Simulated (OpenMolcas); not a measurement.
# Ta3+: moving or changing the point charges

Ta3+ among 6 point charges of -1.7 e arranged as a trigonal antiprism (D3d), 2.21 Å from the ion, with a polar angle of 49.8° against the regular 54.74°.
```
   0.0000    1.6882    1.4262  -1.70
  -1.4620   -0.8441    1.4262  -1.70
   1.4620   -0.8441    1.4262  -1.70
   0.0000   -1.6882   -1.4262  -1.70
   1.4620    0.8441   -1.4262  -1.70
  -1.4620    0.8441   -1.4262  -1.70
```

- Program: OpenMolcas 26.06
- Method: SS-CASPT2, IPEA 0.25 Eh, imaginary shift 0.1 Eh (closed shells correlated: 4f 5s 5p)
- Basis: ANO-RCC-VTZP [8s7p5d3f2g1h]
- Scalar Hamiltonian: DKH2, point nucleus
- Active space: 2 electrons in 5 orbitals (5d)
- State averaging: 2S+1 = 3 even, 10 roots; 2S+1 = 1 even, 15 roots
- Spin-orbit coupling: RASSI with atomic mean-field integrals over the reference wave functions

Runs around this geometry, states (labels of D3, the rotations of D3d). Energies in cm-1 above the lowest state or level, χT in cm3 K/mol.

```tsv
R (Å)	q (e)	Polar angle / regular	Ground state	First state of that spin	First gap with spin-orbit (degeneracies)	χT at 300 K	First state of another spin
2.21	-1.1	0.91	3A2	3E 380	320 (2, 1)	0.102	1A1 4720
2.21	-1.7	0.91	3A2	3E 690	230 (1, 2)	0.127	1A1 3480
2.33	-1.7	0.91	3A2	3E 830	48 (1, 2)	0.116	1A1 4550
2.21	-1.7	0.98	3A2	3E 350	400 (2, 1)	0.077	1A1 6610
```

Roots that are degenerate in the reference are averaged as groups; the widest CASPT2 spread within a group is 120 cm-1 (the 2-fold group of multiplicity 3 near 378 cm-1 above the lowest state of its run, R = 2.21, q = -1.1, ratio = 0.91). Shifts and gaps below about the spread of the groups concerned are not significant. Free-ion shares, where given, are those of the reference states; single-state CASPT2 does not remix them. Spin-orbit coupling mixes the spin-free states strongly: the lowest level takes only 62 % from its leading state, 3E, which lies 378 cm-1 above the lowest spin-free state (figures for R = 2.21, q = -1.1, ratio = 0.91; the like holds for R = 2.21, q = -1.7, ratio = 0.91, R = 2.33, q = -1.7, ratio = 0.91, R = 2.21, q = -1.7, ratio = 0.98). Point charges carry no covalency, so the field is a model and not that of real ligands. No measured value stands beside these numbers.
